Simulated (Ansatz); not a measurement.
C2H6O2Si (`O/C=C/[SiH2]O`), relaxed with RKS PBE0-D4/def2-TZVP in Ansatz 0.2.0 from a PBE-D4/def2-SVP geometry. The force threshold is 0.005 eV/Å; the program also tests the step.

The species carries charge 0 and has multiplicity 1.

Start:

```xyz
11

O    -1.062    0.087   -2.419
C    -0.419    0.258   -1.242
C    -0.630   -0.399   -0.075
Si    0.384   -0.009    1.437
O     1.771    0.852    0.996
H    -1.746   -0.602   -2.299
H     0.356    1.039   -1.337
H    -1.418   -1.176   -0.038
H     0.711   -1.299    2.154
H    -0.316    0.899    2.409
H     2.370    0.350    0.416
```

Task: How much energy does the relaxation release, and in how many steps? (An estimate is asked.)

Result: Ansatz gave: 0.07 eV, in 11 steps.

Task: Which bonds change most? (Estimate.)

Result: Ansatz gave: Si4–O5 from 1.691 to 1.652 Å; C2–C3 from 1.356 to 1.334 Å; Si4–H9 from 1.512 to 1.492 Å; C3–Si4 from 1.862 to 1.843 Å.

Task: Give the relaxed structure. (Best estimate.)

Result: Ansatz gave: 
```xyz
11

O    -1.081    0.060   -2.404
C    -0.414    0.242   -1.249
C    -0.631   -0.371   -0.083
Si    0.388   -0.005    1.409
O     1.742    0.852    1.006
H    -1.775   -0.595   -2.269
H     0.367    0.986   -1.376
H    -1.432   -1.108   -0.024
H     0.741   -1.291    2.077
H    -0.329    0.850    2.387
H     2.424    0.381    0.526
```
